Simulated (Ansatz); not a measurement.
TeMe2 (C2H6Te). The state is a triplet with charge 0. Geometry PBE-D4/def2-TZVP, that of the neutral singlet; atoms count from 1.

Cartesian coordinates in Å:
```
Te 0.6458 0.6865 -1.1137
C 1.3111 -0.8494 0.2513
H 0.6788 -1.7372 0.1440
H 1.2805 -0.4689 1.2778
H 2.3440 -1.0962 -0.0207
C -1.3209 0.8390 -0.2342
H -1.2341 1.1516 0.8119
H -1.8356 -0.1244 -0.3134
H -1.8696 1.5989 -0.8029
```

In the def2 sets Te takes a core potential; there is no spin–orbit coupling. At PBE0-D4/def2-TZVP a singlet of charge 0 lies 3.24 eV below the triplet at the same geometry.

(1) Estimate the Mulliken populations from the PBE0/def2-TZVP orbitals of Ansatz.

(2) Where does the spin sit?

(3) And the Mayer bond orders between heavy atoms (over 0.3)?

Results:

(1) 
| atom | charge (e) | spin (α − β) |
| --- | --- | --- |
| Te1 | 0.09 | 1.80 |
| C2 | -0.44 | 0.03 |
| H3 | 0.13 | 0.03 |
| H4 | 0.13 | 0.03 |
| H5 | 0.14 | 0.01 |
| C6 | -0.44 | 0.03 |
| H7 | 0.13 | 0.03 |
| H8 | 0.13 | 0.03 |
| H9 | 0.14 | 0.01 |
Mulliken values depend strongly on the basis.

(2) Summed by element: Te 1.80, C 0.05, H 0.15, of 2 unpaired in all. Largest on single atoms: Te1 1.80, H8 0.03, H4 0.03.

(3) Te1–C2 0.65 (2.16 Å); Te1–C6 0.65 (2.16 Å).
